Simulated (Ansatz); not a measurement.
Calculated with Ansatz (gas phase, PBE0-D4/def2-TZVP geometries, no zero-point term in ΔE). CCSD(T)/CBS is the MP2 limit (def2-TZVPP, def2-QZVPP) plus CCSD(T) − MP2 in def2-TZVPP, frozen cores. This one scheme is used for every species. DFT in def2-TZVPP. For Ge outer-core shells are correlated without core-valence functions, which leaves a few kJ/mol of doubt a bond. Scalar relativity is left out up to krypton. One conformer a species, not always the lowest.

`O[SiH](O)[GeH3]` + `NN([SiH3])[SiH3]` → `N[SiH](O)O` + `[SiH3][N]([SiH3])[GeH3]`  (redistribution)

```csv
level,ΔE (kcal/mol)
r2SCAN-D4,-61.1
PBE-QIDH,-64.1
RPA@PBE/def2-TZVPP,-62.3
SCS-MP2/def2-QZVPP,-67.5
```

Problem. What does CCSD(T)/CBS give? (Best estimate.)

Solution. The calculation gave: -64.7 kcal/mol. The listed levels differ from it by 3.6, 0.6, 2.4, -2.8 kcal/mol.

Largest T1 diagnostic among the species: 0.012.

From BLYP to BHLYP (50 % exact exchange), in def2-TZVPP and without D4, ΔE moves by −8.1 kcal/mol. At CCSD(T), def2-SVP lies +6.5 kcal/mol from the extrapolated value and def2-TZVPP +0.1 kcal/mol. Leaving LDA and LC-ωPBE aside and taking each functional with its dispersion term where it has one, the values, not all of them listed here, spread over 10.0 kcal/mol, from BHLYP-D4 to PBE-D4. LDA lies −1.5 kcal/mol from PBE without D4.
